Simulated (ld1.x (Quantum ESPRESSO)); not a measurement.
# An all-electron radial function and its pseudo partner (F (Z = 9))

Columns: radius, all-electron u(r) and pseudo u(r) of the 2s shell (level -29.72 eV) of fluorine in the configuration [He] 2s2 2p5; PBEsol, scalar-relativistic, ultrasoft scheme, ld1.x (Quantum ESPRESSO) 7.5.

```tsv
r (bohr)	all-electron	pseudo
0.095	0.4511	-0.1412
0.190	0.2147	-0.2926
0.285	-0.1663	-0.4578
0.380	-0.5072	-0.6293
0.475	-0.7577	-0.7903
0.570	-0.9162	-0.9194
0.665	-0.9985	-0.9985
0.760	-1.0235	-1.0235
0.855	-1.0084	-1.0084
0.950	-0.9669	-0.9669
1.045	-0.9093	-0.9093
1.140	-0.8430	-0.8430
1.235	-0.7731	-0.7731
1.330	-0.7030	-0.7030
1.425	-0.6351	-0.6351
1.520	-0.5707	-0.5707
1.615	-0.5106	-0.5106
1.710	-0.4552	-0.4552
1.805	-0.4046	-0.4046
1.900	-0.3588	-0.3588
1.995	-0.3174	-0.3174
2.090	-0.2803	-0.2803
2.185	-0.2472	-0.2472
2.280	-0.2176	-0.2176
2.375	-0.1914	-0.1914
2.470	-0.1682	-0.1682
```

Q: How many radial nodes do the two functions have?

A: The all-electron 2s function has n − l − 1 = 1; the pseudo-wave has 0, since the states of the same l below it are removed with the core.

Q: At about which radius was the pseudo-wave matched?

A: 0.65 bohr, where the columns begin to agree (steps of 0.10 bohr).

Q: Where does each function peak?

A: Outermost all-electron maximum near 0.76 bohr, pseudo maximum near 0.76 bohr (to the table’s step).

Q: Is the pseudo-wave norm-conserving?

A: No, it belongs to an ultrasoft set: the norm inside the radius is not constrained, and the difference is carried by the augmentation charge.
